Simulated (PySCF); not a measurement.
Al(Me)(OH) (CH₄AlO), SMILES [CH3][Al+][OH], charge +1.

Geometry optimised at PBE-D3(BJ)/def2-TZVP. The geometry has at least one imaginary mode, so it is a saddle point at that level. The spin state was assumed, not searched. The isomer is the one that the SMILES or the coordinates give; other isomers of the formula were not compared. One conformer was computed; it need not be the lowest.

All values below come from PySCF with PBE-D3(BJ)/def2-TZVP.

Frequencies are harmonic and unscaled.

Modes within 1.5 cm⁻¹ of each other (mostly degenerate sets) share a row, with their intensities summed.

Problem. Estimate the vibrational spectrum. (An estimate is asked for; the answer gives what the named calculation found.)

Solution. 
```csv
mode,ν (cm⁻¹),IR (km/mol),moving atoms (share of kinetic energy)
1–2,46i,317.9,"H 44 %, O 31 %, Al 22 %"
3–4,172,28.2,"H 61 %, Al 29 %"
5,584,0.8,"C 60 %, O 19 %, H 13 %"
6–7,727,94.5,"H 80 %, C 16 %"
8,1068,121.3,"Al 47 %, O 47 %"
9,1174,0.0,"H 84 %, C 16 %"
10–11,1371,6.5,H 96 %
12,2978,21.2,H 98 %
13–14,3077,35.5,"H 91 %, C 9 %"
15,3863,461.0,H 93 %
```
